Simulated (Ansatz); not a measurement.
`C=C(F)/C(F)=C/F` + `[CH3][GeH3]` → `C=[C](F)[GeH2][CH3]` + `F/C=C/F`  (formal exchange of groups at a C–C bond)

Program: Ansatz. Geometries: PBE0-D4/def2-TZVP. ΔE: electronic, gas phase. CBS: MP2 limit from def2 TZ/QZ plus the TZ coupled-cluster correction, frozen cores. Double bonds are as drawn, so ΔE can hold a change between cis and trans. DFT in def2-TZVPP. B3LYP here is the variant with VWN-RPA as its local correlation; programs differ in this. For Ge outer-core shells are correlated without core-valence functions, which leaves a few kJ/mol of doubt a bond. Scalar relativity is left out up to krypton. One conformer a species, not always the lowest.

```tsv
level	ΔE (kJ/mol)	difference from CCSD(T)/CBS
PBE-D4	20.6	11.1
PBE0-D4	20.9	11.4
B3LYP-D4	16.9	7.4
ωB97X-V	13.5	4.0
PBE	21.4	11.9
r2SCAN	25.7	16.2
CCSD/def2-TZVPP	9.6	0.1
CCSD(T)/def2-TZVPP	10.2	0.7
MP2/def2-QZVPP	10.7	1.2
HF/CBS(def2)	16.9	7.4
CCSD(T)/CBS	9.5	0
```

Largest T1 diagnostic among the species: 0.013.

In def2-TZVPP, CCSD(T) changes the Hartree–Fock value by −5.5 kJ/mol (the triples alone add +0.6 kJ/mol) and MP2 by −5.0 kJ/mol.
